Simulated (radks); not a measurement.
Coulomb parameter of the 3d shell of the zinc ion Zn+ in the model configuration [Ar] 3d8.5 4s1 4p1.5, as a second difference U = [E(n + 1) + E(n - 1) - 2 E(n)] / (1)^2 with all orbitals relaxed. "Bare": the charge of the atom changes with n. "Screened": the 4p shell takes up the change at fixed total charge, which measures U(3d,3d) + U(4p,4p) - 2 U(3d,4p). All-electron calculation, Dirac Kohn-Sham, BLYP, spin-unpolarised, spherical densities, finite nucleus; open shells are shared between the two j in proportion to 2j + 1; Fermi nuclear charge, rms radius 3.9283 fm. Program: a radial shooting solver on a logarithmic mesh with Libxc functionals. Estimate both.

Answer. U(bare) = 18.246 eV, U(screened by 4p) = 7.177 eV, against the Slater integral F0(3d,3d) = 30.903 eV with frozen orbitals.
